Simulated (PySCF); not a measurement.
# A series of derivatives of C=C1CCS[SiH]1O

Parent skeleton `[CH2:1]=[C:2]1[CH2:3][CH2:4][S:5][SiH:6]1[OH:7]`; one hydrogen on atom 3 is replaced by X. Hydrogens on one atom are averaged.

[PySCF 2.14: GFN2-xTB structure; shieldings: GIAO PBE0/pcSseg-1; no relativistic terms; rapidly exchanging positions averaged; in vacuum; one computed conformer]

δ = σ(ref) − σ, references computed at the same level: $^{13}$C, $^{29}$Si, $^{1}$H vs TMS; $^{33}$S vs CS2; $^{17}$O against H2O.

Problem. Give δ (ppm) for X = CH2SiH3, isopropenyl, allyl.

Solution. 
```
          X                          SMILES     C1     C2    C3    C4      S5   Si6    O7  H(C1)  H(C3)
    CH2SiH3  C=C1[C@@H](C[SiH3])CS[Si@@H]1O  129.6  167.1  52.0  39.0  -134.7  -3.3  44.8   5.93   2.49
isopropenyl   C=C(C)[C@@H]1CS[Si@@H](O)C1=C  131.2  160.0  57.6  38.6  -123.7  -3.4  41.6   5.90   2.64
      allyl      C=CC[C@@H]1CS[Si@H](O)C1=C  133.4  165.0  51.0  36.3  -141.6  -0.6  49.2   6.15   2.26
```

Problem. Which position responds most, and to which substituents?

Solution. S5: from -141.6 ppm with allyl to -123.7 ppm with isopropenyl.

Experimental scales use liquid or dissolved standards, which lie at an offset from isolated H2O (liquid H2O: subtract about 36 ppm).
